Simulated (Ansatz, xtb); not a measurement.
# CH2OTe: which of two isomers lies lower

Structure I is `O=C[TeH]`, a singlet and structure II is `OC=[Te]`, a singlet. Both are isolated molecules in the gas phase, relaxed with r2SCAN-D4/def2-TZVP; the shapes shown needn't be the lowest conformers.

I (Å):

```yaml
atoms:
  - { symbol: C, position_ang: [-3.4083, 0.1271, 1.6979] }
  - { symbol: O, position_ang: [-4.1440, 1.0248, 1.4249] }
  - { symbol: Te, position_ang: [-2.3048, -0.0018, 3.5522] }
  - { symbol: H, position_ang: [-3.2120, -0.7351, 1.0319] }
  - { symbol: H, position_ang: [-1.6249, -1.4399, 3.0820] }
```

II (Å):

```xyz
5

C    -2.8419   -0.2200    2.4536
O    -3.1641    0.1354    1.2096
Te   -2.0031    0.9928    3.7636
H    -3.5635   -0.6138    0.7407
H    -3.0795   -1.2553    2.7064
```

Problem. Estimate which is lower in electronic energy at CCSD(T)/def2-TZVPP, and by roughly how much.

Solution. The CCSD(T)/def2-TZVPP calculation puts structure I lower, by 29.1 kJ/mol.

The same difference at several levels:

| level | geometry | E(II) − E(I) (kJ/mol) | departure from the last row (kJ/mol) | job, with rough time for the two |
| --- | --- | --- | --- | --- |
| GFN2-xTB | GFN2-xTB | +66.7 | +37.7 | optimisation, 0.19 s |
| HF/STO-3G | GFN2-xTB | +52.0 | +23.0 | single point, 0.59 s |
| r2SCAN-D4/def2-SVP | GFN2-xTB | +40.7 | +11.7 | single point, 1.4 s |
| r2SCAN-D4/def2-TZVP | r2SCAN-D4/def2-TZVP | +41.6 | +12.5 | optimisation, 24 s |
| HF/def2-TZVPP | r2SCAN-D4/def2-TZVP | +44.7 | +15.6 | part of the CCSD(T) run |
| MP2/def2-TZVPP | r2SCAN-D4/def2-TZVP | +23.0 | −6.0 | part of the CCSD(T) run |
| CCSD(T)/def2-TZVPP | r2SCAN-D4/def2-TZVP | +29.1 |  | single point, 33 s |

As drawn, II has 1 C–O, 1 C=Te, 1 O–H in place of 1 C=O, 1 C–Te, 1 Te–H.

None of the levels shown reverses the order. The largest departure from CCSD(T)/def2-TZVPP is that of GFN2-xTB, 37.7 kJ/mol.

With harmonic frequencies from r2SCAN-D4/def2-TZVP (ideal gas, rigid rotor, one conformer each, 298.15 K, 1 atm): on the last row, ΔE + ΔZPE = +42.8, ΔH = +41.5, ΔG = +44.0 kJ/mol.

The T1 diagnostic of structure II is large, so the coupled-cluster value is less sure. The correlated steps freeze 6 core orbitals; the filled d shell of Te is correlated, in a basis made for valence electrons. Atoms past krypton carry core potentials in the def2 sets, other sets are all-electron and non-relativistic, and no spin–orbit term is included. Programs: Ansatz 0.2.0, xtb 6.7.1; the last row on 2 threads of Intel(R) Xeon(R) Processor @ 2.70GHz on a shared host.
